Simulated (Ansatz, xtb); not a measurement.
Two isomers of B2F2H4O2

Structure I: `F[B@H-]1[OH+][B@H-](F)[OH+]1`, a singlet. Structure II: `F[B@H-]1[OH+][B@@H-](F)[OH+]1`, a singlet. Both are isolated molecules in the gas phase, relaxed with PBE0-D4/def2-SVP.

Energies in hartree; the thermal terms are from PBE0-D4/def2-SVP harmonic frequencies (ideal gas, rigid rotor, one conformer each, 298.15 K, 1 atm) and include the zero-point energy:

|  | I | II |
| --- | --- | --- |
| E, CCSD(T)/def2-SVP | −401.185411 | −401.185497 |
| E, MP2/def2-SVP | −401.136525 | −401.136647 |
| E, MP2/def2-TZVPP | −401.898811 | −401.899138 |
| zero-point energy | 0.065373 | 0.065399 |
| H(298 K) − E | 0.072219 | 0.072212 |
| G(298 K) − E | 0.035844 | 0.035877 |

Problem. Correct the CCSD(T) difference for the basis set by the MP2 change, then work out ΔE, ΔE₀, ΔH and ΔG for I → II in kJ/mol (1 Eh = 2625.50 kJ/mol) and the equilibrium ratio [II]/[I].

Solution. 1. Differences II − I: CCSD(T) −0.000086, MP2 in the small set −0.000122, MP2 in the large set −0.000327 Eh.
2. ΔE = −0.000086 + (−0.000327 − (−0.000122)) = −0.000291 Eh = −0.76 kJ/mol.
3. ΔE₀ = ΔE + ΔZPE = −0.000291 + (+0.000026) Eh = −0.70 kJ/mol.
4. ΔH = ΔE + (−0.000007) Eh = −0.78 kJ/mol.
5. ΔG = ΔE + (+0.000033) Eh = −0.68 kJ/mol, so ΔS = (ΔH − ΔG)/T = −0.4 J/(mol K).
6. kT = 0.9442 mEh, so K = [II]/[I] = exp(−ΔG/kT) = exp(+0.27) ≈ 1.3.

The two are too close for this level to say which is favoured. An error of 4 kJ/mol in ΔG would change K by a factor of 5. Mirror images and further conformers aren't counted.

As drawn, both hold the same kinds of bond in the same numbers.

Other levels gave ΔE = +1.9 (GFN2-xTB); −1.4 (HF/STO-3G, GFN2-xTB geometries); +0.4 (r2SCAN-D4/def2-SVP, GFN2-xTB geometries); −0.5 (PBE0-D4/def2-SVP); +0.4 (HF/def2-SVP); −0.3 (MP2/def2-SVP); −0.2 (CCSD(T)/def2-SVP) kJ/mol. The correlated steps freeze 6 core orbitals. Programs: Ansatz 0.2.0, xtb 6.7.1.
